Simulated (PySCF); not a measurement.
# Broadened absorption spectrum of C2H10OSSi2

C2H10OSSi2.
Atom-mapped SMILES: `[CH3:1][SiH2:2][Si@@H:3]([OH:4])[S:5][CH3:6]` (hydrogens: H7, H8, H9 on C1; H10, H11 on Si2; H12 on Si3; H13 on O4; H14, H15, H16 on C6)

The calculation used PySCF, TDDFT wB97X-D/def2-SVPD, vertical, gas phase, core orbitals frozen in the response. Geometry: GFN2-xTB, one conformer, isolated molecule. Torsions of this conformer, `[CH3:1][SiH2:2][Si@@H:3]([OH:4])[S:5][CH3:6]`: C1–Si2–Si3–O4 61°, Si2–Si3–S5–C6 60°, H–O4–Si3–Si2 154°.

Computed states:

| state | E (eV) | f |
| --- | --- | --- |
| S1 | 4.98 | 0.0072 |
| S2 | 5.71 | 0.0054 |
| S3 | 6.45 | 0.039 |
| S4 | 6.62 | 0.046 |
| S5 | 6.80 | 0.021 |
| S6 | 6.98 | 0.0017 |
| S7 | 7.06 | 0.023 |
| S8 | 7.22 | 0.052 |

Broadening: Gaussians 0.5 eV wide at half height, area fixed by f = 4.319×10⁻⁹ ∫ε dν̃. The width is an assumption, not a result. The curve ends short of the highest state used, and states not computed would add to its high-energy end.

(1) What does the envelope look like, and where are its maxima?

(2) Coming from long wavelengths, where does ε first pass 100 L mol⁻¹ cm⁻¹?

(3) On this curve, what absorbance would a 10⁻³ mol/L sample give at 193 nm over a 1 cm path?

Answers

(1) 
| E (eV) | ε (L mol⁻¹ cm⁻¹) |
| --- | --- |
| 4.23 | 1 |
| 4.33 | 4 |
| 4.43 | 14 |
| 4.54 | 47 |
| 4.64 | 110 |
| 4.75 | 219 |
| 4.85 | 323 |
| 4.95 | 383 |
| 5.06 | 359 |
| 5.16 | 276 |
| 5.27 | 183 |
| 5.37 | 151 |
| 5.47 | 182 |
| 5.58 | 250 |
| 5.68 | 293 |
| 5.79 | 287 |
| 5.89 | 272 |
| 5.99 | 354 |
| 6.10 | 727 |
| 6.20 | 1455 |
| 6.31 | 2655 |
| 6.41 | 3836 |
| 6.51 | 4710 |
| 6.62 | 5007 |

Maxima: 249 nm (4.98 eV), ε about 390, made up of S1 (100%); 217 nm (5.72 eV), ε about 300, made up of S2 (98%); 188 nm (6.61 eV), ε about 5000, made up of S3 (31%), S4 (49%) and S5 (15%) (ε in L mol⁻¹ cm⁻¹; maxima over ε = 5, shares over 10%).

(2) At about 268 nm (4.63 eV), 0.35 eV below S1.

(3) 193 nm is 6.424 eV, where ε is about 4000 L mol⁻¹ cm⁻¹, so A = ε c l ≈ 4 (Beer–Lambert, with the gas-phase spectrum and the assumed width).
